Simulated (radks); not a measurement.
Results of a calculation; reference values are marked as such.
Neutral ytterbium inside a hard spherical wall (all orbitals vanish at R), configuration held at [Xe] 4f14 6s2 and not refilled when levels cross. Level of theory: scalar-relativistic Kohn-Sham, LDA (Slater exchange, VWN5 correlation), spin-polarised, spherical densities, point nucleus (a radial shooting solver on a logarithmic mesh with Libxc functionals). Eigenvalues in eV for spin up, with the zero of energy where the potential of the charges vanishes at infinity; a dash marks a level that is unbound or too diffuse for the functional's potential to be trusted. A positive occupied level is held by the wall or, in an anion where self-interaction has pushed it up, behind a barrier. The pressure on the wall is -dE/dV.

R (bohr)  E (hartree)  kinetic (hartree)    e(5s)    e(5p)   e(6s)   e(4f)  e(6p, empty)  e(5d, empty)  pressure (GPa)
free      -14051.2043          15310.838  -55.111  -27.593  -4.078  -3.252             -             -               0
12        -14051.2041          15310.840  -55.090  -27.572  -4.062  -3.231        -1.068        -0.792         0.00358
8         -14051.1920          15310.927  -54.574  -27.064  -3.601  -2.726        -0.036        -0.225           0.442
7         -14051.1716          15311.038  -54.051  -26.552  -3.041  -2.211         0.993         0.340            1.52
6         -14051.1174          15311.289  -53.111  -25.643  -1.822  -1.275         3.068         1.401            5.57
4         -14050.4791          15313.745  -48.051  -20.862   8.673   4.101        18.757         8.035             128
2.5       -14044.5888          15335.446  -27.809    0.578  73.760  28.186        99.393        39.070            4540
